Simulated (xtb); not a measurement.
H3Ga, charge +1, doublet, geometry from GFN2-xTB (such geometries of metal compounds can be far from the true shape) (a state made from the parent by changing its charge; the spin is typed, not shown lowest), atoms displaced at random by about 0.1 Å a coordinate; GFN2-xTB run with xtb 6.7.1.

Input for xtb:
```
$ xtb mol.xyz --gfn 2 --chrg 1 --uhf 1 --opt --json

# file mol.xyz
4

Ga    -0.06534252     0.02376382     0.00829851
H      0.70370215    -0.52405729     1.59208411
H     -0.19006502     1.72228255    -0.24596462
H     -0.38411020    -1.35818757    -1.03784679
```

What the program printed (banner, timings and long lists left out):

```
   ID    Z sym.   atoms
    1   31 Ga     1
    2    1 H      2-4

           -------------------------------------------------
          |                Calculation Setup                |
           -------------------------------------------------

molecular fragmentation (1/2 indicates fragments):
1112
# atoms in fragment 1/2:     3     1
 fragment masses (1/2) :       71.74        1.01
CMA distance (Bohr)    :   3.378
constraining FC (au)   :  0.0500

           -------------------------------------------------
          |                 G F N 2 - x T B                 |
           -------------------------------------------------

          ...................................................
          :                      SETUP                      :
          :.................................................:
          :  # basis functions                  13          :
          :  # atomic orbitals                  12          :
          :  # shells                            6          :
          :  # electrons                         5          :
          :  max. iterations                   250          :
          :  Hamiltonian                  GFN2-xTB          :
          :  restarted?                      false          :
          :  GBSA solvation                  false          :
          :  PC potential                    false          :
          :  electronic temp.          300.0000000     K    :
          :  accuracy                    1.0000000          :
          :  -> integral cutoff          0.2500000E+02      :
          :  -> integral neglect         0.1000000E-07      :
          :  -> SCF convergence          0.1000000E-05 Eh   :
          :  -> wf. convergence          0.1000000E-03 e    :
          :  Broyden damping             0.4000000          :
          :  net charge                          1          :
          :  unpaired electrons                  1          :
          ...................................................

 iter      E             dE          RMSdq      gap      omega  full diag
   1     -2.1251137 -0.212511E+01  0.232E+01    4.16       0.0  T
   2     -2.0970578  0.280559E-01  0.139E+01    4.00       1.0  T
   3     -2.0959057  0.115212E-02  0.122E+01    3.63       1.0  T
   4     -2.1103304 -0.144247E-01  0.747E+00    3.82       1.0  T
   5     -2.1169791 -0.664872E-02  0.600E+00    3.98       1.0  T
   6     -2.1188918 -0.191264E-02  0.553E+00    4.01       1.0  T
   7     -2.1291476 -0.102558E-01  0.267E+00    4.12       1.0  T
   8     -2.1237139  0.543363E-02  0.429E+00    4.11       1.0  T
   9     -2.1152403  0.847367E-02  0.618E+00    4.09       1.0  T
  10     -2.1160468 -0.806550E-03  0.607E+00    4.09       1.0  T
  11     -2.1313379 -0.152911E-01  0.591E-01    4.12       1.0  T
  12     -2.1314504 -0.112525E-03  0.319E-01    4.12       1.0  T
  13     -2.1314904 -0.399134E-04  0.652E-02    4.12       1.0  T
  14     -2.1314922 -0.180822E-05  0.135E-02    4.12       3.7  T
  15     -2.1314922 -0.868199E-07  0.492E-03    4.12      10.2  T
  16     -2.1314922  0.624420E-08  0.597E-03    4.12       8.4  T
  17     -2.1314923 -0.137265E-07  0.158E-03    4.12      31.6  T
  18     -2.1314923 -0.762411E-09  0.921E-04    4.12      54.3  T
  19     -2.1314923 -0.367848E-09  0.823E-05    4.12     607.8  T

   *** convergence criteria satisfied after 19 iterations ***

         :::::::::::::::::::::::::::::::::::::::::::::::::::::
         ::                     SUMMARY                     ::
         :::::::::::::::::::::::::::::::::::::::::::::::::::::
         :: total energy              -2.129418025962 Eh    ::
         :: gradient norm              0.013924919529 Eh/a0 ::
         :: HOMO-LUMO gap              4.115830524507 eV    ::
         ::.................................................::
         :: SCC energy                -2.131492186583 Eh    ::
         :: -> isotropic ES            0.132816618956 Eh    ::
         :: -> anisotropic ES         -0.008681462274 Eh    ::
         :: -> anisotropic XC          0.000938446178 Eh    ::
         :: -> dispersion             -0.000475264283 Eh    ::
         :: repulsion energy           0.002074160621 Eh    ::
         :: add. restraining           0.000000000000 Eh    ::
         :: total charge               1.000000000000 e     ::
         :::::::::::::::::::::::::::::::::::::::::::::::::::::

      -----------------------------------------------------------
     |                   =====================                   |
     |                        A N C O P T                        |
     |                   =====================                   |
     |               Approximate Normal Coordinate               |
     |                Rational Function Optimizer                |
      -----------------------------------------------------------
      -----------------------------------------------------------
     |                   =====================                   |
     |                        A N C O P T                        |
     |                   =====================                   |
     |               Approximate Normal Coordinate               |
     |                Rational Function Optimizer                |
      -----------------------------------------------------------

          ...................................................
          :                      SETUP                      :
          :.................................................:
          :   optimization level            normal          :
          :   max. optcycles                   200          :
          :   ANC micro-cycles                  20          :
          :   degrees of freedom                 6          :
          :.................................................:
          :   RF solver                   davidson          :
          :   write xtbopt.log                true          :
[...]
 * total energy  :    -2.1294180 Eh     change       -0.2731593E-11 Eh
 * total energy  :    -2.1318051 Eh     change       -0.2387034E-02 Eh
 * total energy  :    -2.1324324 Eh     change       -0.6273764E-03 Eh
 * total energy  :    -2.1327018 Eh     change       -0.2694082E-03 Eh
 * total energy  :    -2.1327138 Eh     change       -0.1193789E-04 Eh
 * total energy  :    -2.1327158 Eh     change       -0.2059415E-05 Eh
   *** GEOMETRY OPTIMIZATION CONVERGED AFTER 6 ITERATIONS ***
[...]
          :.................................................:
          :  # basis functions                  13          :
          :  # atomic orbitals                  12          :
          :  # shells                            6          :
          :  # electrons                         5          :
          :  max. iterations                   250          :
          :  Hamiltonian                  GFN2-xTB          :
          :  restarted?                      false          :
          :  GBSA solvation                  false          :
          :  PC potential                    false          :
          :  electronic temp.          300.0000000     K    :
          :  accuracy                    1.0000000          :
          :  -> integral cutoff          0.2500000E+02      :
          :  -> integral neglect         0.1000000E-07      :
          :  -> SCF convergence          0.1000000E-05 Eh   :
          :  -> wf. convergence          0.1000000E-03 e    :
          :  Broyden damping             0.4000000          :
          :  net charge                          1          :
          :  unpaired electrons                  1          :
          ...................................................

 iter      E             dE          RMSdq      gap      omega  full diag
   1     -2.1376348 -0.213763E+01  0.115E-05    5.06       0.0  T
   2     -2.1376348  0.160227E-11  0.572E-05    5.06     874.6  T
   3     -2.1376348 -0.166134E-11  0.680E-06    5.06    7357.7  T

   *** convergence criteria satisfied after 3 iterations ***

         :::::::::::::::::::::::::::::::::::::::::::::::::::::
         ::                     SUMMARY                     ::
         :::::::::::::::::::::::::::::::::::::::::::::::::::::
         :: total energy              -2.132715841988 Eh    ::
         :: gradient norm              0.000215888540 Eh/a0 ::
         :: HOMO-LUMO gap              5.064936414610 eV    ::
         ::.................................................::
         :: SCC energy                -2.137634804644 Eh    ::
         :: -> isotropic ES            0.139221993797 Eh    ::
         :: -> anisotropic ES         -0.007210045352 Eh    ::
         :: -> anisotropic XC          0.000438388351 Eh    ::
         :: -> dispersion             -0.000462809594 Eh    ::
         :: repulsion energy           0.004918962656 Eh    ::
         :: add. restraining           0.000000000000 Eh    ::
         :: total charge               1.000000000000 e     ::
         :::::::::::::::::::::::::::::::::::::::::::::::::::::

           -------------------------------------------------
          |                Property Printout                |
           -------------------------------------------------

    * Orbital Energies and Occupations

         #    Occupation            Energy/Eh            Energy/eV
      -------------------------------------------------------------
         1        2.0000           -0.8274453             -22.5159
         2        1.5030           -0.6663697             -18.1328
         3        1.4970           -0.6663468             -18.1322 (HOMO)
         4                         -0.4802138             -13.0673 (LUMO)
         5                         -0.4250968             -11.5675
         6                         -0.3611764              -9.8281
         7                         -0.3607380              -9.8162
         8                         -0.2971096              -8.0848
         9                         -0.2970917              -8.0843
        10                          0.1126732               3.0660
        11                          0.6909899              18.8028
        12                          0.6922314              18.8366
      -------------------------------------------------------------
                  HL-Gap            0.1861330 Eh            5.0649 eV
             Fermi-level           -0.6198193 Eh          -16.8661 eV

     #   Z          covCN         q      C6AA      α(0)
     1  31 Ga       2.551     0.531   205.513    32.149
     2   1 H        0.851     0.156     1.361     1.828
     3   1 H        0.852     0.156     1.361     1.828
     4   1 H        0.849     0.157     1.358     1.826

 Mol. C6AA /au·bohr⁶  :        313.698986
 Mol. C8AA /au·bohr⁸  :      26788.342992
 Mol. α(0) /au        :         37.630961

Wiberg/Mayer (AO) data.
largest (>0.10) Wiberg bond orders for each atom

 ---------------------------------------------------------------------------
     #   Z sym  total        # sym  WBO       # sym  WBO       # sym  WBO
 ---------------------------------------------------------------------------
     1  31 Ga   1.654 --     3 H    0.552     2 H    0.552     4 H    0.550
     2   1 H    0.682 --     1 Ga   0.552
     3   1 H    0.682 --     1 Ga   0.552
     4   1 H    0.680 --     1 Ga   0.550
 ---------------------------------------------------------------------------

Topologies differ in total number of bonds
Writing topology from bond orders to xtbtopo.mol

molecular dipole:
                 x           y           z       tot (Debye)
 q only:        0.030      -0.065       0.149
   full:        0.030      -0.064       0.150       0.422
molecular quadrupole (traceless):
                xx          xy          yy          xz          yz          zz
 q only:       -1.801      -0.135       1.148       1.260       0.044       0.653
  q+dip:       -2.423      -0.182       1.549       1.696       0.062       0.874
   full:        0.366       0.029      -0.255      -0.258      -0.018      -0.112

optimized geometry written to: xtbopt.xyz

           -------------------------------------------------
          | TOTAL ENERGY               -2.132715841988 Eh   |
          | GRADIENT NORM               0.000215888540 Eh/α |
          | HOMO-LUMO GAP               5.064936414610 eV   |
           -------------------------------------------------
```
